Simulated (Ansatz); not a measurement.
Process, species as SMILES: O[Si](Cl)(Cl)Cl [trichloro(hydroxy)silane] -> [O][Si](Cl)(Cl)Cl + H atom (the H-O bond at the site shown breaks; other sites are not compared here)
Structures are relaxed separately at B3LYP-D3(BJ)/def2-TZVP in Ansatz (a quantum-chemistry and plane-wave program), one conformer each, not searched for the lowest.

Property: bond dissociation energy (electronic energy difference), in eV. Cores are frozen in the correlated levels unless marked. Open shells are spin-unrestricted. Spin-orbit coupling is left out. Non-relativistic. Basis-set limits of correlation are two-point, X^-3; Hartree-Fock from the larger set.

Level to compare with: CCSD(T)/CBS(cc-pV(T+d)Z,cc-pV(Q+d)Z) (Ansatz), 5.68 eV. It is a level with limits of its own, and the differences hold the functionals' basis error too.

Q: Rank these functionals by how close they come to CCSD(T)/CBS(cc-pV(T+d)Z,cc-pV(Q+d)Z), closest first: revPBE/def2-TZVPD (Ansatz); wB97M-V/def2-TZVPD (Ansatz); r2SCAN/def2-TZVPD (Ansatz).

A: wB97M-V/def2-TZVPD (range-separated hybrid meta-GGA with VV10, 5.54 eV, difference -0.14), r2SCAN/def2-TZVPD (meta-GGA, 5.32 eV, difference -0.36), revPBE/def2-TZVPD (GGA, 5.15 eV, difference -0.53)
